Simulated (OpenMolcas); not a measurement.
# 2s2 2p2 along the 6-electron sequence

| Item | Value |
| --- | --- |
| Program | OpenMolcas 26.06 |
| Method | RASSCF |
| Basis | ANO-RCC-VQZP |
| Scalar Hamiltonian | DKH2, point nucleus |
| Spin-orbit coupling | RASSI with atomic mean-field integrals over the reference wave functions, term energies averaged over their components |

Active space for each ion: 4 electrons in 9 orbitals (RAS2 2s 2p; RAS3 3d, at most 2 electrons).

Computed levels in cm-1 above 3P0:

```json
{"Level": "3P1", "N+": "44.1", "O2+": "103", "F3+": "214", "Ne4+": "389"}
{"Level": "3P2", "N+": "131", "O2+": "303", "F3+": "627", "Ne4+": "1124"}
{"Level": "1D2", "N+": "17521", "O2+": "22351", "F3+": "27394", "Ne4+": "32422"}
{"Level": "1S0", "N+": "36528", "O2+": "46670", "F3+": "57237", "Ne4+": "67484"}
{"Level": "weight of 3P in the lowest level (%)", "N+": "100", "O2+": "100", "F3+": "100", "Ne4+": "100"}
```

Measured, with the error of the calculation in %. Measured levels: N+ from NIST Handbook of Basic Atomic Spectroscopic Data; O2+ from Moore, Selected Tables of Atomic Spectra, NSRDS-NBS 3, section 11; F3+ from Moore, Atomic Energy Levels, vol. I, NSRDS-NBS 35 (1971 reprint of NBS Circular 467, 1949); Ne4+ from NIST levels in Podobedova, Fuhr, Reader and Wiese, J. Phys. Chem. Ref. Data 33, 525 (2004).

| Level | N+ | O2+ | F3+ | Ne4+ |
| --- | --- | --- | --- | --- |
| 3P1 | 48.7 (-9.3) | 113 (-9.3) | 225 (-4.8) | 412 (-5.7) |
| 3P2 | 131 (+0.4) |  | 613 (+2.3) | 1110 (+1.2) |
| 1D2 | 15316 (+14.4) | 20273 (+10.3) | 25241 (+8.5) | 30292 (+7.0) |
| 1S0 | 32689 (+11.7) | 43186 (+8.1) | 53544 (+6.9) | 63914 (+5.6) |

The fine-structure level 3P2 changes by a factor of 8.58 from N+ to Ne4+. Its fourth root runs 3.38, 4.17, 5.00, 5.79, with steps per unit of Z of 0.79, 0.83, 0.79; equal steps would mean a (Z - σ)^4 law with constant σ.

1D2 changes by a factor of 1.85 over the same range, with steps per unit of Z of +4830, +5040, +5030 cm-1.

Active for correlation alone: 3d; no level in the range computed is led by a configuration that fills it, so any true level of that kind is missing. Without dynamic correlation excited terms often stand tens of per cent too high (terms of higher spin than the ground term too low), and those without a measured partner can miss by more than the paired ones (holds for N+). Measured partners are found by configuration, term and J. A level has none where our copy of the source lacks it or the pairing is in doubt (some pairs that miss far off the trend of their configuration count as doubtful), and it then counts in no deviation. Only configurations of the active space appear.
